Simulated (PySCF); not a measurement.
## Selenium: a sound run and one with changed settings

Sound run: Se [Ar] 3d10 4s2 4p4, Se⁺ [Ar] 3d10 4s2 4p3. Computed with PySCF 2.14 in x2c-TZVPall (6s5p4d1f, 48 functions), with the spin-free X2C one-electron Hamiltonian (Gaussian nucleus). The sound run starts from symmetry-adapted Hartree-Fock orbitals and uses a fine grid where one is needed.

A second run was set up differently.

| species | method | sound run (hartree) | changed run (hartree) | converged |
| --- | --- | --- | --- | --- |
| Se | UHF | -2428.06640 | -2428.06640 | yes |
| Se | TPSS | -2429.74087 | -2429.74099 | yes |
| Se | M06-2X | -2429.90832 | -2429.90949 | yes |
| Se⁺ | UHF | -2427.75245 | -2427.75245 | yes |
| Se⁺ | TPSS | -2429.38656 | -2429.38656 | yes |
| Se⁺ | M06-2X | -2429.55717 | -2429.55717 | yes |

Ionisation energy of Se:

```json
{"method": "UHF", "sound run (eV)": "8.543", "changed run (eV)": "8.543"}
{"method": "TPSS", "sound run (eV)": "9.641", "changed run (eV)": "9.644"}
{"method": "M06-2X", "sound run (eV)": "9.555", "changed run (eV)": "9.587"}
```

**Question.** What was changed?
A. minimal basis
B. angular grid far too coarse
C. all electrons correlated in a valence basis
D. level shift left on

**Answer.** B. It used 26 angular points. A coarse angular grid integrates products of high-l functions wrongly, so density functionals can shift, and the SCF can exploit the error; Hartree-Fock and MP2 need no grid.
